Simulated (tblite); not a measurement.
A geometry optimisation, step by step.

Species: C2H12ClNSi4.
SMILES with atom numbers: `[CH2:1]=[CH:2][SiH2:3][Si@H:4]([Cl:5])[N:6]([SiH3:7])[SiH3:8]` (hydrogens: H9, H10 on C1; H11 on C2; H12, H13 on Si3; H14 on Si4; H15, H16, H17 on Si7; H18, H19, H20 on Si8)

Computed with GFN2-xTB (tblite), gas phase: L-BFGS steps from a force-field or distance-geometry start until the largest atomic force falls under 0.01 eV/Å. 3 of its 200 geometries are shown.

Step 0: E = -675.4507 eV, largest atomic force 1.499 eV/Å
```
atom  x, y, z in Å  |  force x, y, z in eV/Å
C1     -3.825    0.224   -0.058   -1.130  -0.788  -0.592
C2     -2.888   -0.692   -0.229    0.412   0.170   0.354
Si3    -1.183   -0.277    0.376   -0.094   0.000   0.931
Si4     0.389   -0.982   -1.043    0.680  -0.596  -0.474
Cl5     0.935   -2.956   -0.647   -0.530   0.528  -0.492
N6      1.766    0.108   -0.890    0.075  -0.220   1.409
Si7     1.324    1.727   -0.305    0.499   0.439  -0.408
Si8     3.099   -0.540    0.139    0.064   0.100  -0.285
H9     -3.655    1.188    0.396   -0.065  -0.226  -0.125
H10    -4.827   -0.044   -0.409    0.113   0.616   0.260
H11    -3.067   -1.662   -0.675   -0.294   0.208   0.017
H12    -1.097    1.192    0.376   -0.513  -0.141   0.194
H13    -0.953   -0.746    1.761   -0.148   0.066  -0.020
H14    -0.133   -0.923   -2.410    0.385  -0.093  -0.239
H15     0.862    1.726    1.111    0.340   0.053  -0.372
H16     2.531    2.575   -0.377   -0.167  -0.275  -0.071
H17     0.274    2.295   -1.187    0.362  -0.254   0.153
H18     4.391   -0.299   -0.506   -0.169   0.169  -0.112
H19     2.951   -1.992    0.276    0.243   0.374   0.123
H20     3.101    0.089    1.479   -0.064  -0.131  -0.253
```

Step 100: E = -676.4892 eV, largest atomic force 0.052 eV/Å
```
atom  x, y, z in Å  |  force x, y, z in eV/Å
C1     -4.039    0.037   -0.275    0.010  -0.016  -0.001
C2     -3.047   -0.820   -0.080   -0.032   0.007   0.008
Si3    -1.385   -0.405    0.707   -0.026   0.018  -0.041
Si4     0.268   -0.703   -0.887    0.005  -0.006   0.028
Cl5     0.684   -2.659   -1.197    0.009   0.010   0.004
N6      1.735    0.128   -0.431   -0.008   0.018   0.010
Si7     1.738    1.871   -0.518    0.001  -0.009  -0.015
Si8     3.154   -0.590    0.294    0.004  -0.004  -0.015
H9     -3.965    1.065    0.043    0.008  -0.019  -0.016
H10    -4.967   -0.239   -0.753    0.013   0.000   0.017
H11    -3.186   -1.843   -0.415    0.001   0.024  -0.004
H12    -1.450    0.988    1.184    0.016  -0.018   0.004
H13    -1.253   -1.259    1.899    0.020  -0.021   0.032
H14    -0.047   -0.218   -2.239    0.024  -0.011  -0.020
H15     1.649    2.411    0.839    0.021   0.007   0.001
H16     2.966    2.299   -1.186   -0.019   0.000   0.016
H17     0.549    2.248   -1.280    0.011   0.031  -0.011
H18     4.302   -0.306   -0.571   -0.029  -0.005  -0.009
H19     2.937   -2.022    0.435   -0.012  -0.008   0.004
H20     3.351    0.025    1.609   -0.017   0.001   0.007
```

Step 199: E = -676.5169 eV, largest atomic force 0.010 eV/Å
```
atom  x, y, z in Å  |  force x, y, z in eV/Å
C1     -4.094   -0.140   -0.164   -0.002   0.002  -0.005
C2     -3.030   -0.929   -0.155    0.002   0.001   0.000
Si3    -1.369   -0.512    0.632   -0.002  -0.005   0.000
Si4     0.279   -0.502   -0.992    0.002  -0.001   0.001
Cl5     0.853   -2.380   -1.494   -0.003  -0.002   0.001
N6      1.701    0.299   -0.373    0.001   0.001  -0.001
Si7     1.932    2.010   -0.611   -0.002   0.005   0.008
Si8     2.925   -0.612    0.478   -0.003   0.000  -0.001
H9     -4.082    0.827    0.312    0.006   0.001   0.001
H10    -5.023   -0.415   -0.641    0.001  -0.004   0.002
H11    -3.107   -1.891   -0.650    0.001  -0.003   0.001
H12    -1.496    0.788    1.310    0.000   0.004   0.002
H13    -1.132   -1.514    1.690   -0.006   0.004  -0.003
H14    -0.011    0.120   -2.289   -0.003  -0.001  -0.002
H15     2.152    2.627    0.697    0.002  -0.001   0.001
H16     3.078    2.234   -1.494   -0.005  -0.003   0.001
H17     0.698    2.519   -1.207    0.005  -0.001   0.000
H18     3.819   -1.250   -0.487    0.002  -0.005  -0.005
H19     2.239   -1.603    1.306    0.002  -0.001  -0.001
H20     3.661    0.335    1.311    0.003   0.007   0.001
```

**Question.** Summarise the path.

**Answer.** The energy falls by 1.0662 eV from step 0 to step 199; nine tenths of that is first reached at step 23. It falls at every step. The largest force goes from 1.499 to 0.010 eV/Å. Among the bonds Si3–Si4 changes most, from 2.232 to 2.314 Å; the atoms move by 0.842 Å rms after alignment.

**Question.** Follow the three bonds and two angles with the largest change from start to end.

**Answer.** 
| step | E above end (eV) | largest force (eV/Å) | Si3–Si4 (Å) | Si4–Cl5 (Å) | N6–Si8 (Å) | Si7–N6–Si8 (°) | Si3–Si4–H14 (°) |
| --- | --- | --- | --- | --- | --- | --- | --- |
| 0 | 1.0662 | 1.499 | 2.232 | 2.086 | 1.804 | 108.8 | 109.3 |
| 9 | 0.3789 | 0.439 | 2.308 | 2.053 | 1.760 | 112.9 | 123.4 |
| 17 | 0.1868 | 0.417 | 2.306 | 2.049 | 1.745 | 113.1 | 126.4 |
| 26 | 0.0908 | 0.243 | 2.312 | 2.030 | 1.746 | 115.0 | 122.0 |
| 35 | 0.0686 | 0.133 | 2.322 | 2.030 | 1.750 | 116.1 | 119.5 |
| 43 | 0.0575 | 0.110 | 2.316 | 2.028 | 1.750 | 115.6 | 118.7 |
| 52 | 0.0454 | 0.071 | 2.318 | 2.027 | 1.749 | 115.3 | 118.4 |
| 61 | 0.0393 | 0.042 | 2.316 | 2.027 | 1.750 | 114.7 | 117.6 |
| 69 | 0.0367 | 0.054 | 2.316 | 2.028 | 1.749 | 115.1 | 117.6 |
| 78 | 0.0344 | 0.032 | 2.315 | 2.025 | 1.748 | 115.7 | 117.7 |
| 87 | 0.0330 | 0.032 | 2.315 | 2.025 | 1.748 | 116.0 | 117.2 |
| 95 | 0.0305 | 0.042 | 2.317 | 2.023 | 1.749 | 116.0 | 116.8 |
| 104 | 0.0265 | 0.050 | 2.317 | 2.022 | 1.748 | 115.3 | 116.2 |
| 112 | 0.0216 | 0.069 | 2.316 | 2.022 | 1.747 | 115.3 | 116.6 |
| 121 | 0.0194 | 0.031 | 2.316 | 2.024 | 1.748 | 115.7 | 117.3 |
| 130 | 0.0184 | 0.031 | 2.316 | 2.025 | 1.747 | 116.0 | 117.9 |
| 138 | 0.0180 | 0.020 | 2.315 | 2.024 | 1.747 | 116.5 | 117.8 |
| 147 | 0.0167 | 0.042 | 2.313 | 2.023 | 1.746 | 117.4 | 118.2 |
| 156 | 0.0129 | 0.094 | 2.311 | 2.028 | 1.748 | 117.4 | 117.0 |
| 164 | 0.0077 | 0.064 | 2.317 | 2.026 | 1.746 | 118.1 | 116.9 |
| 173 | 0.0052 | 0.034 | 2.314 | 2.028 | 1.747 | 118.7 | 117.1 |
| 182 | 0.0031 | 0.036 | 2.314 | 2.027 | 1.747 | 118.9 | 117.9 |
| 190 | 0.0005 | 0.028 | 2.314 | 2.027 | 1.748 | 119.2 | 118.3 |
| 199 | 0.0000 | 0.010 | 2.314 | 2.027 | 1.748 | 119.0 | 118.8 |

What follows is the cost of the whole relaxation. On one thread, Arm Neoverse V2 (aarch64), shared host, this took 2.4 s wall.
